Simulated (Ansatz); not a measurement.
Cd13Te13H30, relaxed as a singlet with RKS PBE-D4/def2-SVP in Ansatz, starting from the GFN1-xTB geometry. Force threshold 0.03 eV/Å.

In the def2 sets Cd, Te take a core potential; there is no spin–orbit coupling. Single mean-field runs in def2-SVP are fitted with def2-universal-jkfit.

Start:

```xyz
56

Cd    1.599    2.491    2.322
Cd    4.130   -1.965    2.552
Cd    1.458   -1.010    6.147
Cd   -2.418    0.108    2.883
Cd    0.330   -4.223    3.082
Cd    4.674    1.644   -1.693
Cd    2.461    5.656   -1.697
Cd   -1.961    3.141   -0.686
Cd    1.305    2.257   -4.545
Cd    0.387   -0.802   -0.633
Cd   -3.908   -3.451   -0.500
Cd   -3.473   -0.579   -3.879
Cd   -6.366    0.412   -0.464
Te    2.845    0.227    3.684
Te    3.308    3.283    0.088
Te    5.649   -0.441    0.351
Te   -0.582    1.201    0.943
Te    1.808   -2.815    0.985
Te   -0.749   -1.909    4.186
Te   -4.337   -1.257    1.155
Te   -2.132   -5.062    1.434
Te    2.272    0.263   -2.635
Te    0.120    3.860   -2.606
Te   -3.929    1.458   -2.041
Te   -1.245    0.814   -5.479
Te   -1.804   -2.158   -2.067
H     1.267    3.738    3.339
H     5.188   -3.109    3.076
H     0.795    0.292    6.943
H     2.334   -2.441    6.331
H    -3.138    1.124    3.957
H     0.941   -5.635    3.668
H     5.937    1.830   -2.734
H     1.767    6.737   -0.640
H     3.527    5.485   -2.993
H    -2.638    4.450    0.043
H     2.172    2.516   -5.916
H    -4.857   -4.579   -1.233
H    -4.373   -1.369   -5.009
H    -6.770    1.668    0.553
H    -6.970   -0.751   -1.529
H     4.133    0.970    4.348
H     4.575    3.898    0.904
H     6.621    0.477    1.256
H     6.925   -1.276   -0.196
H     2.337   -3.952   -0.058
H    -1.846   -2.582    5.183
H    -5.283   -1.958    2.279
H    -3.188   -5.350    2.621
H    -2.102   -6.639    1.060
H     2.781   -1.017   -3.509
H    -0.724    4.860   -3.575
H    -4.605    2.558   -3.033
H    -2.068    2.059   -6.094
H    -1.073    0.178   -6.958
H    -1.105   -3.324   -2.969
```

**Question.** Estimate the energy that the relaxation releases and the steps that it takes.

**Answer.** 363.2 kJ/mol, in 33 steps; 2.8 min on 11 threads of AMD EPYC 7R13 on a shared host and a whole NVIDIA H100 80GB HBM3. No frequencies were taken in this run, so the end may be a saddle point.

**Question.** Does the start keep its bonding and symmetry?

**Answer.** Bonds lost: Cd5–Te21, Cd6–Te16, Cd12–Te25 (atoms count from 1). Bonds formed: Cd5–H30, Cd6–H35, Cd12–H41 (atoms count from 1). Point group C3v at the start, C3 at the end, both within 0.05 Å.

**Question.** Predict the relaxed structure.

**Answer.** 
Cartesian coordinates in Å:
```
Cd 1.3473 2.9915 2.3350
Cd 4.0272 -1.6712 2.3674
Cd 1.1816 -1.3093 5.5666
Cd -2.2956 0.4899 3.2720
Cd 1.6746 -4.2825 4.1306
Cd 4.6543 2.7630 -2.9866
Cd 2.6239 4.9824 -1.5354
Cd -2.3251 3.2702 -0.2804
Cd 1.0153 2.1629 -4.3454
Cd 0.3602 -0.7403 -0.5832
Cd -3.6658 -3.3293 -0.2578
Cd -4.8920 -1.4569 -3.4868
Cd -5.7668 0.3769 -0.8390
Te 2.5016 0.4306 3.6448
Te 3.4818 2.8582 0.3348
Te 5.4283 -0.2090 0.1051
Te -0.6398 1.3231 1.0448
Te 1.5706 -2.7415 1.0838
Te -1.0821 -2.1145 3.8425
Te -4.1686 -0.8982 1.2309
Te -1.8055 -4.8733 1.5796
Te 2.3140 0.3521 -2.3823
Te 0.0316 3.8494 -2.2094
Te -3.5235 1.5758 -2.3489
Te -1.4625 0.6280 -5.1960
Te -1.8105 -1.8866 -2.0739
H 1.0782 4.2734 3.4213
H 5.0641 -2.8261 3.0942
H 1.0708 -1.1621 7.2602
H 2.3636 -2.8734 4.8867
H -3.0965 1.4819 4.3988
H 1.1742 -5.8106 3.6463
H 6.0146 1.7791 -3.0209
H 3.0825 6.6156 -1.3793
H 3.4298 3.9876 -3.1679
H -3.0347 4.6632 0.3923
H 1.9546 2.6086 -5.7077
H -4.8034 -4.3702 -1.0061
H -4.4403 -1.6450 -5.0934
H -7.3116 1.0866 -0.7266
H -5.6726 -1.3850 -1.9322
H 3.6918 0.9584 4.7109
H 4.5189 3.9225 1.1252
H 6.4122 0.5420 1.2473
H 6.5293 -1.5081 0.0832
H 2.3461 -3.6512 -0.1001
H -2.0328 -2.4541 5.1893
H -5.4862 -1.4458 2.1230
H -3.1103 -5.1433 2.6097
H -2.2687 -6.2620 0.7096
H 2.4976 -0.9619 -3.4168
H -0.4610 5.1504 -3.1560
H -4.5346 2.7673 -2.9748
H -2.0688 2.0420 -5.8815
H -0.6473 0.3259 -6.6604
H -1.0338 -3.2472 -2.6873
```
Bond lengths (bridged metal pairs left out): 28 × Cd–Te 2.81 to 3.10 Å; 18 × Cd–H 1.68 to 2.08 Å; 15 × H–Te 1.68 to 1.70 Å.
